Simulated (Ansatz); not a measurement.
Basis sets compared for Te₂Au₃. The state is a doublet with charge 0. Geometry PBE-D4/def2-SVP. Ansatz on 4 threads of Intel Xeon Platinum 8259CL on a shared host; times are rough, and most runs start from earlier orbitals.

```xyz
5

Au    0.562   -1.048    1.331
Au   -1.348   -0.529   -1.044
Au    0.785    1.577   -0.287
Te    1.367   -0.917   -1.300
Te   -1.367    0.917    1.300
```

In the def2 sets Au, Te take a core potential; there is no spin–orbit coupling. No other spin state of charge 0 was run. The structure comes from a short search, and lower isomers may exist.

Binding counts from free atoms (Au doublet, Te triplet) in the same basis, without a counterpoise term.

```csv
level,functions,energy (Eh),HOMO (eV),LUMO (eV),binding per atom (eV),wall time
PBE-D4/def2-SVP,148,-943.5026,-4.88,-4.51,1.93,4.3 s
PBE0-D4/def2-SVP,148,-943.3842,-5.78,-3.92,1.75,7.5 s
```

Q: Estimate the rows for PBE-D4/def2-TZVP (with forces), PBE0-D4/def2-TZVP.

A: 
```json
{"level": "PBE-D4/def2-TZVP (with forces)", "functions": "220", "energy (Eh)": "-943.5543", "HOMO (eV)": "-4.87", "LUMO (eV)": "-4.48", "binding per atom (eV)": "2.01", "wall time": "10 s"}
{"level": "PBE0-D4/def2-TZVP", "functions": "220", "energy (Eh)": "-943.4342", "HOMO (eV)": "-5.73", "LUMO (eV)": "-3.87", "binding per atom (eV)": "1.84", "wall time": "17 s"}
```
